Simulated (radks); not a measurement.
Spherical jellium clusters: N electrons in a uniform positive sphere of charge N and radius rs N^(1/3), rs = 2.43 bohr. Method: non-relativistic Kohn-Sham, LDA (Slater exchange, Perdew-Wang correlation), spin-polarised, spherical densities; computed with a radial shooting solver with Libxc functionals. Levels are named by radial order and angular momentum (1s, 1p, 1d, 2s, ...), and open shells are averaged over m.

N = 25, configuration 1s2 1p6 1d10 2s2 1f(up 5, down 0). This is the lowest configuration that the search found. Occupied and some empty levels:

level,occupation,eigenvalue (eV),<r> (bohr)
1s up,1,-10.038,4.267
1s down,1,-9.7605,4.118
1p up,3,-8.1037,5.176
1p down,3,-7.6875,5.094
1d up,5,-5.7801,5.866
1d down,5,-5.2915,5.842
2s up,1,-4.9573,5.147
2s down,1,-4.6603,5.226
1f up,5,-3.1889,6.552
1f down,0,-2.6834,6.599
2p up,0,-2.3611,6.726
2p down,0,-2.0869,6.861
1g up,0,-0.51182,7.557
2d up,0,-0.43524,9.801
2d down,0,-0.25591,10.53
1g down,0,-0.065110,7.881

Energy (eV): total -25.0283, kinetic 107.47, external -2785.7, Hartree 1354.6, exchange-correlation -137.50, background 1436.1.
